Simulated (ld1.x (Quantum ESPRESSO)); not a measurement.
## Cd: one change to a PAW potential, before and after

Cd (Z = 48), PAW, made with ld1.x (Quantum ESPRESSO) 7.5 (PBE, scalar-relativistic). Core [Kr], reference 4d10 5s2 5p0. Waves: 5s (bound): rcut 1.70, rcutus 2.30 bohr; 5s channel at 3.55 Ry: rcut 1.70, rcutus 2.30 bohr; 5p (bound, empty): rcut 2.20, rcutus 2.50 bohr; 5p channel at 0.6 Ry: rcut 2.20, rcutus 2.50 bohr; 4d (bound): rcut 0.95, rcutus 1.25 bohr; 4d channel at -0.1 Ry: rcut 0.95, rcutus 1.25 bohr. Local part: all-electron potential smoothed inside 1.65 bohr (lloc = -1). Core correction: Bessel-smoothed model core inside 0.85 bohr. Augmentation charge: PSQ, inside the norm-conserving radii.

Change: waves 5p (bound): rcut 2.20, rcutus 3.16 bohr; 5p channel at 0.6 Ry: rcut 2.20, rcutus 3.16 bohr.

Cutoffs: the cutoffs (Ry, on a coarse ladder) from which the occupation-weighted sum of valence levels, in a spherical-Bessel basis at the reference potential, stays within 10 and 1 mRy of its value at 400 Ry; they do not see the model core or the augmentation charge, which bear on the density cutoff. Errors are all-electron minus pseudo energies relative to the spin-unpolarised reference configuration.

Question: Predict the effect on cutoff, ghosts and configuration errors.

Answer: The potential gets neither clearly harder nor softer (70 Ry and 120 Ry → 70 Ry and 120 Ry); both files keep a bound ghost (s); of the 7 tests that both files solve, the error grows in 2 and shrinks in 0 by more than 15 % and 0.3 meV (median size 9.2 → 9.2 meV).

```tsv
quantity	base	changed
cutoff, loose	70 Ry	70 Ry
cutoff, tight	120 Ry	120 Ry
bound ghosts	s	s
error for 4d10 5s1 5p0, meV [ΔE 9.27 eV]	-2.5	-2.5
error for 4d10 5s0 5p0, meV [ΔE 26.40 eV]	-9.2	-9.2
error for 4d9 5s0 5p0, meV [ΔE 64.41 eV]	-129	-129
error for 4d10 5s0 5p2, meV [ΔE 9.67 eV]	-1.9	-3.0
error for 4d10 5s1 5p1, meV [ΔE 4.67 eV]	-0.7	-1.3
error for 4d9 5s2 5p0, meV [ΔE 17.97 eV]	-70	-70
error for 4d9 5s2 5p1, meV [ΔE 12.65 eV]	-70	-61
lowest overlap eigenvalue by channel	s 0.57, p 0.51, d 0.86	s 0.57, p 0.42, d 0.86
```

 A true bound ghost makes a file unfit for plane-wave use even where its test errors are small: the radial tests pick states by their node count and pass the ghost by.
